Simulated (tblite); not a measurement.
Compound: C₇H₁₀ClNSi.
Cartesian coordinates in Å at the GFN2-xTB level; atoms count from 1:
```xyz
20
C7H10ClNSi angstrom
C     -2.6267    0.9352   -1.3359
C     -2.1031    0.8567   -0.1255
C     -2.3426   -0.2565    0.8285
Si    -0.7989   -1.3730    0.9799
Cl    -1.2194   -2.9754    2.1408
N      0.3126   -0.4769    1.9210
C      1.4060    0.1184    1.7150
C      2.1146    0.1747    0.4975
C      2.6825    0.2152   -0.5657
C      3.3767    0.2787   -1.8257
H     -3.3049    0.1835   -1.7059
H     -2.4103    1.7522   -2.0032
H     -1.4213    1.6233    0.2208
H     -2.5817    0.1464    1.8139
H     -3.1898   -0.8574    0.4979
H     -0.4136   -1.8763   -0.3395
H      1.8630    0.6534    2.5505
H      3.4009   -0.7082   -2.2869
H      4.3967    0.6331   -1.6804
H      2.8544    0.9636   -2.4936
```

Level: GFN2-xTB in tblite, geometry and Hessian alike; calculated harmonic values, unscaled, isolated species. The method is semi-empirical: single wavenumbers can be off by several per cent or more. Modes of hydrogen on silicon can be 10 to 20 % off. One conformer, not necessarily the lowest. The optimisation stopped once no atom felt more than 0.01 eV/Å.

Lowest wavenumbers of the output (negative numbers stand for imaginary wavenumbers):
```
mode    cm-1
  1     -25.4
  2      11.8
  3      33.3
  4      48.8
  5      71.6
  6      96.8
  7     116.3
  8     164.1
  9     195.5
 10     217.0
```

Task: Is this structure a minimum?

Result: Not by this Hessian. 1 mode is imaginary beyond 20i (25i cm⁻¹), so at this level the point lies at or near a first-order saddle. The curvature is small, so loose convergence or finite differences may be the whole cause.

Task: Which atoms move in the imaginary mode?

Result: 25i: H20 (methyl hydrogen) 35 %, H19 (methyl hydrogen) 33 %, H18 (methyl hydrogen) 31 %. These are shares of the mass-weighted motion.

Task: What is the remedy?

Result: Step along that mode in both directions, optimise again with tighter thresholds and repeat the frequencies. The zero-point energy of this point (91.6 kcal/mol) counts the 53 real modes alone, and thermal corrections from it aren't those of a minimum.
